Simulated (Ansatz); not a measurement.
Start from `OC(=S)[O][GeH3]` and change one atom or group to get `CCC(O)=S`.

Ansatz, PBE0-D4/def2-TZVP geometries, multiplicity 1. Each molecule was computed in one conformer, which needn't be the lowest.

Scalar relativity is left out up to krypton.

```
                                        property  `OC(=S)[O][GeH3]`
           HOMO–LUMO gap (B3LYP/def2-TZVPP) / eV               5.41
           LUMO energy (ωB97M-V/def2-TZVPP) / eV               1.44
size of the dipole moment (B3LYP/def2-TZVPP) / D               4.15
              HOMO energy (PBE0/def2-TZVPP) / eV              -6.56
            HOMO–LUMO gap (PBE0/def2-TZVPP) / eV               5.89
             LUMO energy (B3LYP/def2-TZVPP) / eV              -0.91
```

**Question.** What does the change do to each property? (Estimate.)

**Answer.** Computed: 
```tsv
property	`CCC(O)=S`	shift
HOMO–LUMO gap (B3LYP/def2-TZVPP) / eV	4.60	-0.81
LUMO energy (ωB97M-V/def2-TZVPP) / eV	0.82	-0.62
size of the dipole moment (B3LYP/def2-TZVPP) / D	4.36	0.21
HOMO energy (PBE0/def2-TZVPP) / eV	-6.40	0.16
HOMO–LUMO gap (PBE0/def2-TZVPP) / eV	5.06	-0.83
LUMO energy (B3LYP/def2-TZVPP) / eV	-1.55	-0.64
```

With PBE0 the HOMO rises by 0.16 eV and the LUMO falls by 0.67 eV, so the gap narrows by about 0.83 eV. PBE moves the HOMO by 0.18 eV and ωB97M-V by 0.14 eV. Dipoles are sizes alone; their direction can turn.

B3LYP here is the variant with VWN-RPA as its local correlation; programs differ in this.
